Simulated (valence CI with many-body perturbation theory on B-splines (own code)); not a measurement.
## Pb68+: E2, M1 decay

Computed by configuration interaction combined with many-body perturbation theory (CI+MBPT): four valence electrons over a frozen Dirac-Fock core [Ne], a basis of 11 s, 11 p, 9 d, 7 f, 5 g, 2 h, 1 i functions for each j, with the one-electron correlation potential Σ1, the two-electron term Σ2, the three-electron term Σ3, Breit, model QED; selected CI, second order for the rest (own B-spline code, finite nucleus).

No measured spectrum was set against this ion. As an estimate, large intervals hold to a few tenths of a per cent, small ones and those within an open d or f shell to about a per cent.

Lines 1 to 10 of 10 in falling wavelength, among levels below 15100 × 10³ cm⁻¹, chosen from the decays that carry over 1 % of a level's rate. Wavelengths and rates use the calculated energies. Electric multipoles are in the length gauge, E1 and E2 with the static RPA response of the core. Weak lines are less certain than strong ones. Lines between different terms over intervals too small for the method are left out, as are lines whose strength nearly cancels.

Levels are named by their leading jj configuration (3d3/2^4 stands for four electrons in 3d with j = 3/2), which in mixed levels can hold well under half, so a name can repeat and another be missing. Letters in brackets count levels of one name in rising energy.

| λ vac (nm) | Upper | Lower | Type | A (s⁻¹) | Branch % |
| --- | --- | --- | --- | --- | --- |
| 2.325 | (3s 3p1/2 3p3/2 3d5/2) J=4 [a] | (3s 3p1/2^2 3d5/2) J=3 | M1 | 9.23e+08 | 3.8 |
| 2.185 | (3s^2 3p3/2 3d5/2) J=4 | (3s^2 3p1/2 3d5/2) J=3 | M1 | 9.14e+08 | 42.1 |
| 2.178 | (3s^2 3p3/2 3d5/2) J=4 | (3s^2 3p1/2 3d5/2) J=2 | E2 | 2.19e+07 | 1.0 |
| 2.149 | (3s^2 3p1/2 3p3/2) J=1 | (3s^2 3p1/2^2) J=0 | M1 | 1.18e+09 | 100.0 |
| 2.119 | (3s^2 3p3/2^2) J=2 | (3s^2 3p1/2 3p3/2) J=2 | M1 | 9.19e+08 | 17.9 |
| 2.119 | (3s^2 3p3/2^2) J=2 | (3s^2 3p1/2 3p3/2) J=2 | E2 | 5.82e+07 | 1.1 |
| 2.111 | (3s^2 3p1/2 3p3/2) J=2 | (3s^2 3p1/2^2) J=0 | E2 | 3.29e+07 | 100.0 |
| 2.082 | (3s^2 3p3/2^2) J=2 | (3s^2 3p1/2 3p3/2) J=1 | M1 | 9.30e+08 | 18.1 |
| 2.038 | (3s^2 3p3/2^2) J=0 | (3s^2 3p1/2 3p3/2) J=2 | E2 | 9.84e+07 | 2.2 |
| 2.004 | (3s^2 3p3/2^2) J=0 | (3s^2 3p1/2 3p3/2) J=1 | M1 | 2.03e+09 | 46.4 |
